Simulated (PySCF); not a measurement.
# A small calculation by hand: dipole moment from atomic charges

CH3Cl2In, SMILES [CH3][In]([Cl])[Cl]. Atoms are numbered in the order given.

```xyz
7

In    -0.1664     0.1666    -0.1297
Cl     2.0160    -0.3736    -0.8612
Cl    -0.7048    -0.9388     1.8896
C     -1.4999     1.4997    -1.1774
H     -2.4188     1.6232    -0.5903
H     -1.7253     1.0598    -2.1586
H     -0.9921     2.4645    -1.3112
```

Coordinates come from a B3LYP-D3(BJ)/def2-SVP optimisation. The structure was generated by enumeration; whether it is a known compound was not checked. The def2 effective core potentials stand for the cores of In; spin–orbit coupling is left out.

Charges (e) from PySCF with r2SCAN/def2-TZVP:

| atom | Mulliken | ESP fit |
|---|---|---|
| In1 | 0.853 | 0.730 |
| Cl2 | -0.383 | -0.326 |
| Cl3 | -0.382 | -0.322 |
| C4 | -0.547 | -0.585 |
| H5 | 0.157 | 0.160 |
| H6 | 0.151 | 0.172 |
| H7 | 0.152 | 0.170 |

The dipole moment of the full density is 3.93 D.

**Question.** What dipole moment does each set of point charges give, and which comes closer to that of the density?

**Answer.** 
μ = Σ q r, and 1 e Å = 4.8032 D.
Mulliken: Σ q r = (-0.615, 0.613, -0.477) e Å, |μ| = 4.76 D.
ESP fit: Σ q r = (-0.527, 0.529, -0.422) e Å, |μ| = 4.12 D.
ESP fit comes closer in size. Point charges leave out the atoms' own dipoles (lone pairs, polarised bonds); fits to the potential absorb them, partitions of the density don't.
